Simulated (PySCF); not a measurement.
Computed with PBE-D3(BJ)/def2-TZVP // r2SCAN-D4/def2-TZVP (PySCF 2.14.0). Isolated molecules, 0 K electronic values unless said otherwise. 

Reference species (SMILES): `F[SiH](F)F` (neutral, multiplicity 1).

```
Quantity        Value
-------------  ------
dipole moment  1.21 D
```

Changed species: `F[Si](F)(F)Br` (whole molecule; the reference has whole molecule).

**Question.** Predict the effect on the dipole moment.

**Answer.** the dipole moment falls by 0.45 D, to 0.76 D.
